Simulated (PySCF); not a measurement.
C7H13NP (charge +1).
SMILES with atom numbers: `[CH3:1][CH2:2][P+:3]1([NH:4][CH3:5])[CH:6]=[CH:7][CH:8]=[CH:9]1` (hydrogens: H10, H11, H12 on C1; H13, H14 on C2; H15 on N4; H16, H17, H18 on C5; H19 on C6; H20 on C7; H21 on C8; H22 on C9)

The same species was optimised twice, with GFN2-xTB and with PBE0-D3(BJ)/def2-SVP (PySCF), and the same property calculations (PySCF, gas phase) were run on both structures.

```tsv
coordinate	GFN2-xTB	PBE0-D3(BJ)/def2-SVP	change
C7–C8 (Å)	1.464	1.487	+0.023
C2–P3 (Å)	1.818	1.808	-0.010
P3–C6 (Å)	1.813	1.804	-0.009
C6=C7 (Å)	1.339	1.344	+0.005
N4–C5 (Å)	1.463	1.458	-0.005
C8=C9 (Å)	1.340	1.345	+0.005
P3–C9 (Å)	1.800	1.796	-0.004
P3–N4 (Å)	1.646	1.643	-0.003
C1–C2 (Å)	1.524	1.523	-0.001
P3–N4–C5 (°)	120.4	122.8	+2.4
C1–C2–P3 (°)	111.3	113.6	+2.3
C2–P3–C6 (°)	113.3	111.4	-1.9
N4–P3–C9 (°)	110.5	112.2	+1.7
C6–P3–C9 (°)	92.6	94.0	+1.4
C2–P3–C9 (°)	114.4	113.3	-1.1
N4–P3–C6 (°)	119.0	118.2	-0.8
P3–C9–C8 (°)	108.5	107.8	-0.7
C1–C2–P3–N4 (°)	174	177	+3
C2–P3–N4–C5 (°)	180	-177	+3
```

Rotational constants: A = 1684, B = 1394, C = 979.5 MHz (GFN2-xTB) against A = 1695, B = 1367, C = 974.4 MHz (PBE0-D3(BJ)/def2-SVP).

On the GFN2-xTB structure: HOMO (eV) -11.66 [PBE0/pcSseg-1]; LUMO (eV) -6.78 [PBE0/pcSseg-1]; GIAO shielding of C1 (ppm) 182.0 [PBE0/pcSseg-1]; GIAO shielding of C2 (ppm) 165.7 [PBE0/pcSseg-1]; GIAO shielding of P3 (ppm) 258.2 [PBE0/pcSseg-1]; GIAO shielding of N4 (ppm) 234.8 [PBE0/pcSseg-1]; GIAO shielding of C5 (ppm) 154.9 [PBE0/pcSseg-1]; GIAO shielding of C6/C9 (mean) (ppm) 60.6 [PBE0/pcSseg-1]; GIAO shielding of C7/C8 (mean) (ppm) 23.1 [PBE0/pcSseg-1].

Task: What do these properties become on the PBE0-D3(BJ)/def2-SVP structure?

Result: 
| property | level | on GFN2-xTB | on PBE0-D3(BJ)/def2-SVP | change |
| --- | --- | --- | --- | --- |
| HOMO (eV) | PBE0/pcSseg-1 | -11.66 | -11.61 | +0.05 |
| LUMO (eV) | PBE0/pcSseg-1 | -6.78 | -6.70 | +0.08 |
| energy, GFN2-xTB geometry as zero (kcal/mol) | PBE0/pcSseg-1 | 0.0 | -1.0 | -1.0 |
| GIAO shielding of C1 (ppm) | PBE0/pcSseg-1 | 182.0 | 180.2 | -1.8 |
| GIAO shielding of C2 (ppm) | PBE0/pcSseg-1 | 165.7 | 166.9 | +1.2 |
| GIAO shielding of P3 (ppm) | PBE0/pcSseg-1 | 258.2 | 261.9 | +3.7 |
| GIAO shielding of N4 (ppm) | PBE0/pcSseg-1 | 234.8 | 240.0 | +5.2 |
| GIAO shielding of C5 (ppm) | PBE0/pcSseg-1 | 154.9 | 154.0 | -0.9 |
| GIAO shielding of C6/C9 (mean) (ppm) | PBE0/pcSseg-1 | 60.6 | 59.7 | -0.9 |
| GIAO shielding of C7/C8 (mean) (ppm) | PBE0/pcSseg-1 | 23.1 | 20.9 | -2.2 |

The heavy atoms differ by 0.038 Å rms after alignment. Among bonds between heavy atoms C7–C8 changes most (+0.023 Å). Changes are differences of the printed values. Neither structure is proved a minimum here. One conformer (not necessarily the lowest) at the PBE0-D3(BJ)/def2-SVP geometry, without solvent, vibrations or thermal averaging.

Shape of the structure used: `[CH3:1][CH2:2][P+:3]1([NH:4][CH3:5])[CH:6]=[CH:7][CH:8]=[CH:9]1`: C1–C2–P3–N4 177°, C2–P3–N4–C5 -177°.
